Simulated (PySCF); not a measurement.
CH$_{4}$N, doublet, at a GFN2-xTB geometry. Base run: PySCF with PBE0/6-31G*.

Geometry (Å):
```xyz
6

C     -0.7138     0.0534    -0.1462
N      0.6427    -0.0480     0.1563
H     -1.3038    -0.8275     0.0217
H     -1.1652     1.0135     0.0174
H      1.1897     0.7523    -0.1298
H      1.0636    -0.9226    -0.1259
```
Charge 0, spin multiplicity 2.
Orbitals are unrestricted.
All else is at PySCF's defaults.
Base energy -95.07609 Eh.

Each row names what was changed in the base input (with any setting that the change needs).

| change | ΔE vs base (mEh) | SCF cycles | <S^2> | outcome |
|---|---|---|---|---|
| base | 0.000 | 10 | 0.753 | converged |
| solver = newton | 0.000 | - | 0.753 | converged |
| level_shift = 0.5 (with mf.max_cycle = 100) | 0.000 | 17 | 0.753 | converged |
| init_guess = sap | 0.000 | 10 | 0.753 | converged |
| conv_tol = 1e-12 | 0.000 | 12 | 0.753 | converged |
| diis_space = 2 | 0.000 | 18 | 0.753 | converged |
| diis_space = 12 | 0.000 | 10 | 0.753 | converged |
| diis_space = 20 | 0.000 | 10 | 0.753 | converged |
| conv_tol = 1e-4 | 0.014 | 5 | 0.753 | converged |
| init_guess = 1e | 0.000 | 13 | 0.753 | converged |
| init_guess = huckel | 0.000 | 9 | 0.753 | converged |
| diis = off (with mf.max_cycle = 100) | - | 100 | - | not converged |
| init_guess = atom | 0.000 | 10 | 0.753 | converged |

Open shells are given as the SCF converged; they aren't shown to be the lowest states, and a large step between rows can be another state.
